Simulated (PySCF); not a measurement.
Exercise with solution: oscillator strength and radiative lifetime

F₂H₄Si₂, SMILES F[SiH]([SiH3])F.

Coordinates come from a TPSSh-D3(BJ)/def2-SVP optimisation.

TDA-PBE0/def2-SVPD in PySCF puts the first singlet state with f over 0.02 at 7.03 eV (vertical), with the transition dipole (0.232, -0.507, 0.000) in atomic units.

Find the oscillator strength, the wavelength and the radiative lifetime that this transition would have in vacuum if emission retraced absorption.


|μ|² = 0.3109 au, so |μ| = 1.42 D. ΔE = 7.03/27.211 = 0.2583 hartree. f = (2/3) ΔE |μ|² = 0.054 (the program prints 0.054).
λ = 1239.84/7.03 = 176 nm; ν = 56701 cm⁻¹.
Einstein's coefficient A = 0.6670 ν² f s⁻¹ (ν in cm⁻¹) = 1.1e8 s⁻¹, so τ = 1/A = 8.7 ns. This state is S2; the lower singlet has f = 0.015. The figure is the radiative limit of this one transition; relaxation, internal conversion, crossing to triplets and a medium change what is measured.
